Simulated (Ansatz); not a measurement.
Input file for Ansatz (an electronic-structure program): U-CCSD(T)/def2-TZVPP on H2Mg (SMILES [MgH2]), a point of a bond scan (R = 1.530 Å).

Ansatz 0.2 input:
```yaml
crystal:
  periodic: [false, false, false]
  atoms:
    - {symbol: Mg, position_ang: [0.00000000, 0.00000000, 0.00000000]}
    - {symbol: H, position_ang: [0.00000000, 0.00000000, -1.52980456]}
    - {symbol: H, position_ang: [0.00000000, 0.00000000, 1.69978284]}
basis:
  gaussian:
    orbitals: def2-TZVPP
correlation: {method: ccsd_t, electrons: outside_noble_gas}
scf: {omitted_lower_state_checks: [cluster_reference]}
magnetization: {spin_polarized: true, initial_magnetization: 0}
```

Q: What total energy does the run end on?

A: -200.7970 hartree (reference determinant -200.7244, T1 diagnostic 0.008).
